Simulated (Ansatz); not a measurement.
Reaction (cleavage of the Si–As bond): `C[SiH]([SiH3])[AsH2]` + CH₃OH → `CO[SiH](C)[SiH3]` + `[AsH3]`

Isolated molecules relaxed with PBE0-D4/def2-TZVP in Ansatz; ΔE leaves out vibrations. CCSD(T)/CBS is the MP2 limit (def2-TZVPP, def2-QZVPP) plus CCSD(T) − MP2 in def2-TZVPP, frozen cores. This one scheme is used for every species. Functionals use def2-TZVPP. B3LYP here is the variant with VWN-RPA as its local correlation; programs differ in this. For As outer-core shells are correlated without core-valence functions, which leaves a few kJ/mol of doubt a bond. Scalar relativity is left out up to krypton. One conformer a species, not always the lowest.

`C[SiH]([SiH3])[AsH2]`:

```xyz
13

C    -0.840    1.730   -0.362
Si   -0.226    0.246    0.612
Si   -0.440   -1.744   -0.593
As    2.037    0.620    1.225
H    -0.715    2.649    0.215
H    -0.285    1.836   -1.297
H    -1.899    1.619   -0.607
H    -0.985    0.134    1.891
H     0.375   -1.656   -1.836
H    -1.852   -2.022   -0.983
H     0.059   -2.887    0.218
H     2.227   -0.816    1.693
H     2.543    0.292   -0.175
```

CH₃OH:

Z-matrix (Å, degrees):
```
C
O 1 1.409
H 1 1.097 2 112.4
H 1 1.090 2 107.0 3 -118.5
H 1 1.097 2 112.4 3 123.0
H 2 0.959 1 108.5 3 -61.6
```

`CO[SiH](C)[SiH3]`:

Cartesian coordinates in Å:
```
C -1.995 -0.395 1.309
O -1.055 0.455 0.698
Si 0.429 -0.068 0.196
C 0.300 -1.328 -1.180
Si 1.580 1.853 -0.483
H -2.402 -1.123 0.598
H -1.555 -0.942 2.153
H -2.818 0.215 1.685
H 1.132 -0.716 1.347
H -0.215 -0.914 -2.050
H -0.240 -2.220 -0.852
H 1.299 -1.643 -1.494
H 2.955 1.482 -0.925
H 0.889 2.506 -1.629
H 1.695 2.837 0.627
```

`[AsH3]`:

```xyz
4

As    0.138   -0.582   -0.215
H     1.095    0.599   -0.292
H    -1.023    0.257   -0.727
H    -0.209   -0.274    1.234
```

Is it downhill or uphill in electronic energy at CCSD(T)/CBS, and by how much? (Estimate.)

Computed: Downhill: ΔE = -0.52 eV.

What do these levels give: PBE-D4, r2SCAN-D4, B3LYP-D4, ωB97X-V, ωB97M-V, B2PLYP, B3LYP, HF/def2-TZVPP, CCSD/def2-TZVPP, CCSD(T)/def2-TZVPP, HF/CBS(def2), MP2/CBS(def2)? (Estimate.)

Computed: PBE-D4 -0.38, r2SCAN-D4 -0.52, B3LYP-D4 -0.57, ωB97X-V -0.58, ωB97M-V -0.58, B2PLYP -0.60, B3LYP -0.61, HF/def2-TZVPP -0.75, CCSD/def2-TZVPP -0.58, CCSD(T)/def2-TZVPP -0.55, HF/CBS(def2) -0.77, MP2/CBS(def2) -0.49 eV.

Largest T1 diagnostic among the species: 0.012.

The D4 term adds +0.03 eV with B3LYP and +0.02 eV with PBE0; it sums over pairs of atoms, weighted by their polarisabilities, and B3LYP, whose exchange is more repulsive, gets the larger term. In def2-TZVPP, CCSD(T) changes the Hartree–Fock value by +0.20 eV (the triples alone add +0.03 eV) and MP2 by +0.23 eV.
